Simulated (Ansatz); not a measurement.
The cluster In₇Sb₈. Total charge 0; doublet. Geometry PBE-D4/def2-SVP.

```xyz
15

In    0.984    3.102    0.819
In   -0.116    1.999   -3.022
In    0.422   -0.248    3.454
In    3.366    0.832    1.536
In   -2.773    0.293   -1.142
In    2.443   -1.554   -2.402
In   -0.519   -3.751   -1.008
Sb   -2.902   -0.770    1.619
Sb   -0.799   -1.234   -2.752
Sb   -1.756    1.867    2.040
Sb   -1.810    3.121   -0.540
Sb    2.520    1.422   -1.442
Sb    0.303   -0.019   -0.253
Sb    1.652   -2.173    1.113
Sb   -1.016   -2.886    1.981
```

In the def2 sets In, Sb take a core potential; there is no spin–orbit coupling. Single mean-field runs in def2-TZVP are fitted with def2-universal-jkfit. The structure comes from a short search, and lower isomers may exist.

(1) Estimate the α-spin orbital energies around the gap (eV) in Ansatz with PBE-D4/def2-SVP, PBE-D4/def2-TZVP, r2SCAN-D4/def2-TZVP, PBE0-D4/def2-SVP, PBE0-D4/def2-TZVP.

Answers

(1) 
```csv
orbital,PBE-D4/def2-SVP,PBE-D4/def2-TZVP,r2SCAN-D4/def2-TZVP,PBE0-D4/def2-SVP,PBE0-D4/def2-TZVP
HOMO−5,-5.06,-5.05,-5.28,-5.76,-5.73
HOMO−4,-4.97,-4.96,-5.18,-5.63,-5.60
HOMO−3,-4.75,-4.75,-4.96,-5.43,-5.40
HOMO−2,-4.69,-4.69,-4.88,-5.31,-5.29
HOMO−1,-4.33,-4.33,-4.50,-4.91,-4.88
HOMO,-4.20,-4.20,-4.43,-4.84,-4.81
LUMO,-3.48,-3.48,-3.57,-3.14,-3.12
LUMO+1,-3.25,-3.25,-3.30,-2.88,-2.86
LUMO+2,-3.06,-3.06,-3.06,-2.61,-2.58
LUMO+3,-2.92,-2.92,-2.88,-2.45,-2.43
LUMO+4,-2.67,-2.69,-2.65,-2.16,-2.15
LUMO+5,-2.33,-2.35,-2.29,-1.83,-1.82
β HOMO,-4.28,-4.28,-4.45,-4.85,-4.83
β LUMO,-3.97,-3.96,-3.98,-3.57,-3.54
```
